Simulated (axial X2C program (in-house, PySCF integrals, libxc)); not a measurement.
# PmC: the levels of the configuration f5 s0

Computed with an in-house all-electron X2C program for linear molecules (integrals from PySCF): two-component X2C with atomic mean-field Coulomb and Gaunt terms, basis Pm dyall-v3z, C dyall-v3z (cores contracted in-house). Orbitals come from Hartree–Fock averaged over the configuration Pm f5 s0; CI then distributes these electrons over the f, s shells of Pm.

R = 2.111 Å (near the minimum of the configuration average).

Active spinors (ω > 0):

```tsv
shell	ω	ε (eV)	character
f	1/2	6.75	97% Pm f
f	3/2	6.87	98% Pm f
f	5/2	6.95	100% Pm f
f	3/2	7.26	98% Pm f
f	1/2	7.26	99% Pm f
f	5/2	7.28	99% Pm f
f	7/2	7.30	100% Pm f
s	1/2	-0.36	67% Pm s, 31% Pm p
```

Lowest levels of this model:

```
   Ω  energy (cm⁻¹)     g∥   μ (D)  configuration
 1/2              0   0.85  -10.00        100% f5
 3/2            121   1.70   -9.92        100% f5
 5/2            178   1.75   -9.87        100% f5
 3/2            877   2.12  -10.05        100% f5
 7/2            934   5.91   -9.88        100% f5
 5/2            961   4.64   -9.90        100% f5
 1/2           1001   0.41   -9.95        100% f5
 9/2           1862   9.67   -9.88        100% f5
 5/2           1911   5.03  -10.02        100% f5
 7/2           1953   7.84   -9.90        100% f5
 3/2           1966   3.11  -10.05        100% f5
 1/2           2022   1.04  -10.02        100% f5
11/2           2919  13.25   -9.89        100% f5
 7/2           3058   8.22  -10.00        100% f5
 9/2           3075  10.95   -9.88        100% f5
 5/2           3084   5.88  -10.08        100% f5
 3/2           3133   3.55  -10.10        100% f5
 1/2           3177   1.22  -10.08        100% f5
13/2           4090  16.69   -9.88        100% f5
11/2           4269  14.07   -9.88        100% f5
 9/2           4304  11.38   -9.99        100% f5
 7/2           4327   8.82  -10.09        100% f5
15/2           5392  19.92   -9.81        100% f5
13/2           5486  17.20   -9.90        100% f5
11/2           5573  14.58  -10.00        100% f5
 9/2           5666  11.93  -10.08        100% f5
11/2          10250  15.96   -9.98        100% f5
```

g∥ is the magnitude of 2⟨Lz + ge Sz⟩ for the +Ω component. μ is positive if the C end is positive.

Q: From Ω and g∥ of the lowest level, whose 2⟨Lz + ge Sz⟩ is positive, find ⟨Sz⟩ and ⟨Lz⟩ (ge = 2.0023).

A: Ω = ⟨Lz⟩ + ⟨Sz⟩ = 1/2 and ⟨Lz⟩ + ge⟨Sz⟩ = 0.425, so ⟨Sz⟩ = -0.07 and ⟨Lz⟩ = 0.57.

Occupations of the active spinors in the lowest level by ω, shell by shell in order of energy: -7/2: 0.34; -5/2: 0.60 0.15; -3/2: 0.61 0.10; -1/2: 0.40 0.17 0.00; 1/2: 0.55 0.13 0.00; 3/2: 0.61 0.13; 5/2: 0.57 0.25; 7/2: 0.39. The leading determinant has weight 0.15 among 447.

This point took 2.8 s on 1 thread of AMD EPYC 7R43 64-Core Processor (Zen 3) (shared host).

There is no dynamic correlation: spin–orbit spacings and, for f shells, spacings inside one term are the most reliable numbers, splittings between terms come out too wide, and energies between configurations are not reliable, so the lowest level need not be the ground state of the molecule. At most 4 roots were kept for each Ω > 0 (twice that for Ω = 0) within 2.2 eV of the lowest, so higher up levels can be missing between those listed; levels with Ω > 0 are doubly degenerate and listed once, Ω = 0 levels singly. States that fill the shells left empty in the average are placed too high.
